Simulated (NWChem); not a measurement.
# MgHSF; SMILES [Mg]([F])[SH]

```xyz
4

Mg     0.0229    -0.6195     0.0000
F      0.0112    -2.3577     0.0000
S      0.0574     1.6800     0.0000
H     -1.2940     1.7736     0.0000
```
Atoms are numbered in this order, from 1.

Program: NWChem. The geometry was optimised at B3LYP/6-31G* (spherical d). B3LYP is NWChem's, with the RPA form of VWN correlation. Vertical excitations in the gas phase; the lowest state need not have the same character in each row.

| level | lowest excitation, singlet (eV) | oscillator strength of that lowest state | orbital gap (eV) | relative time |
|---|---|---|---|---|
| PBE/def2-SVPD, TDA | 4.02 | 0.041 | 3.91 | 1 |
| B3LYP/def2-SVPD, TDA | 4.25 | 0.045 | 5.25 | 2 |
| CAM-B3LYP/def2-SVPD, TDA | 4.57 | 0.051 | 7.77 | 5 |
| Hartree-Fock/def2-SVPD, CIS | 5.36 | 0.077 | 10.51 | 3 |

Relative times are rough (shared machine, one core).
